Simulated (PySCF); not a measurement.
Static response to an electric field

C₄H₁₂Cl₂Si₂.
Cartesian coordinates in Å at the PBE0-D3(BJ)/def2-SVP level; atoms count from 1:
```xyz
20
C4H12Cl2Si2 angstrom
C      1.8179    1.4173   -0.4379
Si     1.1693   -0.3277   -0.2090
C      2.0085   -1.1908    1.2217
Cl     1.5996   -1.3997   -1.9618
Si    -1.1670   -0.4280   -0.0430
C     -1.9579   -0.2156   -1.7245
C     -1.8716    0.7667    1.2185
Cl    -1.5889   -2.3715    0.6293
H      1.3485    1.9106   -1.3021
H      2.9071    1.4034   -0.6015
H      1.6127    2.0207    0.4613
H      1.6198   -2.2144    1.3270
H      3.0981   -1.2380    1.0706
H      1.8095   -0.6495    2.1609
H     -1.7938    0.8089   -2.0961
H     -3.0419   -0.4024   -1.6797
H     -1.5056   -0.9167   -2.4415
H     -1.4233    0.6090    2.2109
H     -1.6773    1.8068    0.9102
H     -2.9608    0.6313    1.3097
```

Level: CAM-B3LYP/def2-SVPD (PySCF), static field, nuclei fixed, core orbitals frozen in the response. The polarisability tensor in these axes (au):

```
x   133.54   1.21  -2.53
y     1.21 126.50   0.29
z    -2.53   0.29 125.74
```

Question: Give the principal values, the mean and the anisotropy Δα = √{½[(α1 − α2)² + (α2 − α3)² + (α1 − α3)²]}.

Answer: Principal values 124.75, 126.59 and 134.44 au; mean 128.60 au = 19.06 Å³ = 21.20 × 10⁻⁴⁰ C²·m²/J; Δα = 8.91 au (7 % of the mean).

Question: What is the dipole moment, and where does it point?

Answer: (0.00, 3.25, 1.17) D, 3.45 D in size, pointing from the negative to the positive side. Measured along this direction, the outermost atoms are Cl8 and Cl4 at the negative end and H11 and H19 at the positive end.

Question: Find the Langevin capture rate constant for O2+ (31.990 u) meeting this molecule (185.985 u), k = 2.342 × 10⁻⁹ cm³/s × √(α in Å³ / reduced mass in u).

Answer: The reduced mass is 27.30 u, so k = 1.96 × 10⁻⁹ cm³/s. The formula leaves out the permanent dipole, which adds to the capture rate.

Question: In TDDFT the mean static polarisability is Σ f/ω² over all singlet excitations (ω in hartree). How much of it do the 10 lowest give? Their energies (eV) and oscillator strengths: 6.47, 0.0512; 6.64, 0.0642; 7.13, 0.0026; 7.54, 0.0042; 7.57, 0.0024; 7.84, 0.2525; 8.01, 0.0754; 8.05, 0.0880; 8.16, 0.0050; 8.18, 0.0617.

Answer: They add up to 7.76 au, 6.0 % of the 128.60 au; the largest single term is 3.04 au, from the state at 7.84 eV. Terms in order: 0.90, 1.08, 0.04, 0.05, 0.03, 3.04, 0.87, 1.01, 0.06, 0.68 au. Higher excitations give the rest. The strengths listed sum to 0.607.

Question: Orientational against electronic polarisability at 350 K (dilute gas, rigid molecules)?

Answer: In Gaussian units μ²/3kT = 82.16 Å³ against 19.06 Å³, a ratio of 4.31; the Debye molar polarisation (4π/3)N_A(α + μ²/3kT) is 255.3 cm³/mol, leaving out the vibrational part.

Question: What molar refraction does this α imply?

Answer: Lorentz–Lorenz: R = (4π/3)N_A α = 2.5225 cm³/(mol·Å³) × 19.06 Å³ = 48.1 cm³/mol, in the limit of long wavelengths.

Question: Rayleigh depolarisation ratio (linearly polarised light, static tensor)?

Answer: ρ = 3Δα²/(45ᾱ² + 4Δα²) = 238.2/(744162 + 317.5) = 0.00032.

Isolated species at its PBE0-D3(BJ)/def2-SVP geometry (one conformer only).

The run behind these numbers computed excited states and ΔSCF ions as well. The run took 9.3 min wall on Arm Neoverse V1, one thread, on a shared host.
